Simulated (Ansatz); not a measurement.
`[AlH2][C@@H]1O[Si@H]1Cl`. Charge 0, multiplicity 1. The geometry is a stationary point of PBE0-D4/def2-TZVP.

```xyz
9

Al   -0.691   -1.695    0.306
C     0.605   -0.266    0.085
O     0.643    0.837    1.140
Si    0.135    1.442   -0.290
Cl    1.377    2.691   -1.297
H    -0.528   -2.996   -0.586
H    -1.920   -1.478    1.281
H     1.618   -0.493   -0.257
H    -1.240    1.958   -0.382
```

What is the dipole moment at PBE/def2-TZVPP? (Estimate.)

Computed: 1.13 D, with components (-0.42, -0.17, -1.04) D in this frame, pointing from negative to positive charge.

And with r2SCAN, B3LYP, ωB97M-V? (An estimate is asked.)

Computed: r2SCAN 1.20 D, B3LYP 1.33 D, ωB97M-V 1.36 D.

Give the Mulliken charges with PBE, B3LYP, ωB97M-V in def2-TZVPP. (Best estimate.)

The calculation gave: 
| atom | PBE | B3LYP | ωB97M-V |
| --- | --- | --- | --- |
| Al1 | 0.35 | 0.44 | 0.41 |
| C2 | -0.13 | -0.16 | -0.25 |
| O3 | -0.32 | -0.39 | -0.38 |
| Si4 | 0.45 | 0.54 | 0.50 |
| Cl5 | -0.18 | -0.20 | -0.17 |
| H6 | -0.11 | -0.14 | -0.11 |
| H7 | -0.11 | -0.14 | -0.10 |
| H8 | 0.10 | 0.10 | 0.12 |
| H9 | -0.05 | -0.05 | -0.01 |

B3LYP here is the variant with VWN-RPA as its local correlation; programs differ in this.
